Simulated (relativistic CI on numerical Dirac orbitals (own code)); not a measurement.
## Radial parameters of Ir

Method of calculation: Dirac-Coulomb-Breit CI, separate exchange-only KLI orbitals for each configuration, model QED, valence Slater integrals scaled by 0.85, P86 correlation energy added to each configuration (own radial code, finite nucleus).

Slater integrals F^k, G^k are unscaled and averaged over j, outside the closed core [Xe] 4f14; ζ comes from projecting the Hamiltonian with its Breit term on Σ l·s of the shell.

- 5d⁷6s²: F^2(5d,5d) = 58755, F^4(5d,5d) = 38374, ζ(5d) = 3429.1 cm⁻¹; <r>(5d) = 1.725, <r^2>(5d) = 3.596 (bohr units).
- 5d⁸6s: F^2(5d,5d) = 56383, F^4(5d,5d) = 36656, ζ(5d) = 3168.7, G^2(5d,6s) = 20807 cm⁻¹; <r>(5d) = 1.786, <r^2>(5d) = 3.897, <r>(6s) = 2.994, <r^2>(6s) = 10.33 (bohr units).
- 5d⁷6s6p: F^2(5d,5d) = 60051, F^4(5d,5d) = 39325, ζ(5d) = 3553, G^2(5d,6s) = 20978, F^2(5d,6p) = 15780, G^1(5d,6p) = 8164, G^3(5d,6p) = 5966.8, G^1(6s,6p) = 28306, ζ(6p) = 2748.1 cm⁻¹; <r>(5d) = 1.695, <r^2>(5d) = 3.439, <r>(6s) = 2.855, <r^2>(6s) = 9.355, <r>(6p) = 4.471, <r^2>(6p) = 23.6 (bohr units).

(1) Give the Racah parameters of the d shell in 5d⁷6s².

In this model ζ of a weakly bound d, f or g electron outside closed shells comes out too small, for d by up to a factor of two or three and at times with the wrong sign; that of an outer p electron is too small as well.

Correlation outside the listed configurations is missing or only estimated: errors of thousands of cm⁻¹ between configurations and terms are usual at this charge. Rates and lifetimes follow the computed energies and can be off by large factors. The fine structure of a lone outer electron comes out too small, for d and f at times inverted, and misplaced configurations move strength between like terms. 10 of the 40 excited levels that our extract of the measured tables holds in this range could be paired (the sources list more); they are missed by 1471 cm⁻¹ on average and 3716 at most, and levels without a partner can miss by more. Some levels of the ground configuration have no partner and can miss by 10 % or more.

Averages of the first 10 configurations, taken without configuration mixing, which lowers the lowest level and can move excited configurations by several eV; other configurations of the list can lie among them:

```tsv
Configuration	Parity	States	Average energy above the lowest level (eV)
5d⁷6s²	even	120	2.8
5d⁸6s	even	90	2.1
5d⁷6s6p	odd	1440	6.8
5d⁹	even	10	2.9
5d⁶6s²6p	odd	1260	9.2
5d⁸6p	odd	270	6.2
5d⁷6s6d	even	2400	9.7
5d⁸6d	even	450	8.3
5d⁸7s	even	90	7.5
5d⁸7p	odd	270	8.3
```

Results:

(1) B = F²/49 − 5F⁴/441 = 764 cm⁻¹ and C = 35F⁴/441 = 3046 cm⁻¹; values fitted to spectra at such low charge are typically 15 to 30 % smaller.
